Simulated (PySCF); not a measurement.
NMR data simulated for an unnamed compound:

$^{1}$H NMR (400 MHz, computed): δ 6.13 (br s, 1H), 5.41 (m, 2H), 5.39 (s, 1H), 5.27 (m, 2H), 1.09 (br s, 2H), 0.73 (br s, 1H).

$^{13}$C{$^{1}$H} NMR (computed): δ 185.5 (C).

PySCF 2.14.0 with density-fitted response routines calculation with shielding tensors at PBE0/pcSseg-1 (GIAO) and PBE0-D3(BJ)/def2-SVP geometry; no solvent model, one conformer, fast rotation and ring inversion assumed for equivalent nuclei, non-relativistic.

Referencing at the same level of theory: $^{1}$H (σref 31.27), $^{13}$C (σref 184.41) against TMS.

Task: Which of these does the molecule contain: a tert-butyl group, a nitrile, an NH or NH2 group, an OH group, a CF3 group, a carboxylic acid?

Result: 
- A tert-butyl group: no.
- A nitrile: no.
- An NH or NH2 group: yes (δH 1.09 (br s)).
- An OH group: yes (δH 6.13 (br s)).
- A CF3 group: no.
- A carboxylic acid: yes (δC 185.5; δH 6.13 (br s)).

The data belong to `N1[SiH2]N[SiH](C(=O)O)N[SiH2]1`, CH9N3O2Si3; they needn't prove each group on their own.

Carbon signals by region: 1 in the far downfield region (above 160 ppm). Above 160 ppm: 185.5, carbonyl carbon.

The OH or NH signal is concentration- and solvent-dependent in practice; the value given is the gas-phase one. Shifts are as computed. Against solution values, carbons near 30 ppm lie about +2 ppm off and those near 130 ppm about +5 ppm. Of 1211 compounds with measured shifts, 218 miss one by over three times the rms of a fit or turn the order of signals round; such compounds aren't used in these exercises. The C=O carbon of an acid or of an amide with N–H lies up to 10 ppm further downfield in solution, through hydrogen bonding that the calculation lacks. Multiplicities follow the n + 1 count of equivalent neighbours, as no J values were calculated; m marks all less simple cases, F and P coupling included.
